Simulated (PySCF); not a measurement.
C3H6N2Si, SMILES C1=NCN=C[SiH2]1.

Geometry optimised at B3LYP-D3(BJ)/def2-SVP. The structure was generated by enumeration, and PubChem lists no compound with its InChIKey, so it may never have been made. One conformer was computed; it need not be the lowest.

Computed with SMD-ωB97X/def2-SVP run with PySCF.

Solvation free energies are E(SMD) − E(gas) at the gas-phase geometry, for 1 M in both phases. In vacuum the dipole moment is 1.48 D.

| solvent | ΔG(solv) (kcal/mol) | its non-electrostatic (CDS) part | dipole (D) |
|---|---|---|---|
| water | (withheld) | (withheld) | (withheld) |
| 1-octanol | -4.3 | 0.5 | 2.02 |
| ethanol | -5.1 | 0.2 | 2.09 |

Q: Fill in the missing entries. (An estimate is asked for; the answer gives what the named calculation found.)

A: 
- water, ΔG(solv) (kcal/mol): -5.9
- water, its non-electrostatic (CDS) part: -0.3
- water, dipole (D): 2.12
